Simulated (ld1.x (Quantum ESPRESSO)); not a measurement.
# Cutoff test, titanium, PAW

```
Element                 : Ti (Z = 22)
Generator               : ld1.x (Quantum ESPRESSO) 7.5
Type                    : PAW
Functional              : PBE
Relativity              : scalar-relativistic
Frozen core             : [Ar]
Valence charge          : 4
Reference configuration : 3d2 4s0 4p0 (charge +2)
Partial waves           : 4s (bound, empty): rcut 2.15, rcutus 2.70 bohr; 4s channel at -0.45 Ry: rcut 2.15, rcutus 2.70 bohr; 4p (bound, empty): rcut 2.85, rcutus 3.20 bohr; 4p channel at 0.45 Ry: rcut 2.85, rcutus 3.20 bohr; 3d (bound): rcut 2.10, rcutus 2.85 bohr; 3d channel at 1.75 Ry: rcut 2.10, rcutus 2.85 bohr
Local potential         : all-electron potential smoothed inside 3.66 bohr (lloc = -1)
Core correction         : Bessel-smoothed model core inside 1.35 bohr
Augmentation charge     : BESSEL, radius 2.30 bohr
```

The pseudo-atom Hamiltonian at the reference potential is diagonalised in spherical Bessel functions j_l(qr) that vanish at 20 bohr, with q² up to the cutoff. All-electron valence levels (Ry): 4s -1.2419, 4p -0.9122, 3d -1.4465.

Task: How do the lowest levels (Ry) of each channel move with the cutoff, and are there ghosts?

Result:

```csv
cutoff (Ry),s #1,p #1,p #2,d #1,d #2,f #1,Σ f·Δε (mRy)
8,-1.2416,-0.9121,-0.3900,-1.4128,-0.4450,-0.2741,67.4
10,-1.2417,-0.9122,-0.3900,-1.4427,-0.4540,-0.2742,7.6
12,-1.2418,-0.9122,-0.3900,-1.4460,-0.4596,-0.2742,1.0
15,-1.2418,-0.9122,-0.3900,-1.4461,-0.4637,-0.2742,0.9
18,-1.2418,-0.9122,-0.3900,-1.4464,-0.4677,-0.2742,0.2
400,-1.2418,-0.9122,-0.3900,-1.4465,-0.4707,-0.2742,0.0
```

Result: no extra level below or beside the all-electron valence levels (s, p, d, f tested); 10 mRy is reached at 10 Ry and 1 mRy at 12 Ry.

Test run stopped at test 1 of 7 (negative rho).
